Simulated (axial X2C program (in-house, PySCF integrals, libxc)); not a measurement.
# Spectroscopic constants of GeS⁺

All values were computed with an in-house all-electron X2C program for linear molecules (integrals from PySCF). Spin-free means the one-electron spin-free X2C Hamiltonian; two-component (2c) means X2C with spin–orbit coupling and atomic mean-field two-electron Coulomb and Gaunt terms, so the difference of the two also holds small scalar two-electron terms. Basis: Ge dyall-cv3z [9s9p7d4f1g], S dyall-av3z [9s8p3d2f] (cores contracted in-house); Gaussian nuclei, density fitting, unrestricted open shells. Masses: Ge 73.921 u, S 31.972 u.

The run was started with this input:
```json
{"zs": [32, 16], "q": 1, "bas": ["dyall-cv3z", "dyall-av3z"], "levels": ["PBE0", "HF", "LDA"], "cc": true, "r0": 2.05, "thr": -1.0, "nmax": 90, "npts": 10, "nst": 2, "ntry": 6}
```
```bash
python so2c.py task.json out
```

Keys: zs atomic numbers; q charge; bas basis sets; levels methods; cc coupled cluster on or off; r0 starting distance in Å; thr threshold in hartree for freezing inner shells (an s shell follows its p shell); nmax most natural virtual spinors; npts points on the curve; nst determinants followed; ntry starts of the search. HF also brings MP2.

State, spin-free: M_S = 1/2, Λ = 1 (beyond evenly filled blocks: π+α, π+β, π-α); electrons by block: σα: 12, σβ: 12, π+α: 5, π+β: 5, π-α: 5, π-β: 4, δ+α: 1, δ+β: 1, δ-α: 1, δ-β: 1. Fragments: Ge+ + S.

State, 2c: Ω = 3/2 (⟨Sz⟩ = 0.50, ⟨Lz⟩ = 1.00 at PBE0); electrons by block: 1/2: 17, -1/2: 17, 3/2: 6, -3/2: 5, 5/2: 1, -5/2: 1. Fragments: Ge+ + S.

```
Hamiltonian    level  Re (Å)  ωe (cm⁻¹)  Be (cm⁻¹)  αe (cm⁻¹)  De (eV)  D0 (eV)  μ (D)
  spin-free     PBE0   2.167      456.5     0.1609   0.000675     3.54     3.52  -0.81
  spin-free       HF   2.158      473.4     0.1622   0.000658     1.93     1.90  -1.19
  spin-free      MP2   2.171      461.5     0.1603   0.000688     3.34     3.31    n/a
  spin-free     CCSD   2.173      457.9     0.1599   0.000673     3.18     3.16    n/a
  spin-free  CCSD(T)   2.183      447.4     0.1585    0.00069     3.36     3.33    n/a
  spin-free      LDA   2.163      448.8     0.1614   0.000698     4.52     4.49  -0.46
         2c     PBE0   2.167      455.9     0.1608   0.000678      n/a      n/a  -0.79
         2c      LDA   2.163      448.2     0.1614     0.0007      n/a      n/a  -0.45
```

Correlated methods: 9 electrons correlated (number of frozen shells: Ge 3 s, 2 p, 1 d; S 2 s, 1 p), 235 virtual spin orbitals or spinors in MP2, 90 natural virtuals in coupled cluster.

Dipoles are positive if S is the positive end and refer to the centre of mass.

Occupations by symmetry block were frozen at the best pattern of an incomplete PBE0 search. Dissociation energies refer to the lowest single-determinant-based atoms at the same level and basis. De is not given where an atomic determinant may have missed its ground term or J level, or where the truncated virtual space spoils (T). Density functionals use the spin component along the axis (collinear). CCSD and (T) use frozen natural virtuals with an MP2 correction for the truncation; (T) itself is uncorrected, so its De runs slightly low. Without a current term, density functionals place determinants with orbital angular momentum somewhat too high. At some level and bond length an empty orbital lies below a filled one. The determinant is spin-polarised beyond a pure state at some levels (its spin-free form has ⟨S²⟩ too high), which makes Re and μ there less reliable. With the outer-core shells frozen, correlated bond lengths of heavy atoms tend to come out a few hundredths of an ångström too long.

No reliable constants came from CCSD (2c), CCSD(T) (2c), HF (2c), MP2 (2c): no minimum in range, unconverged points, a curve that is not smooth, a change of character along it, or the two Hamiltonians disagreeing along it.

Rough cost a point (2c) on 1 thread(s) of a shared host, integrals apart: PBE0 0.6 s, LDA 0.23 s.

The whole task took 120 s on 1 thread of Arm Neoverse V1, on a shared host.
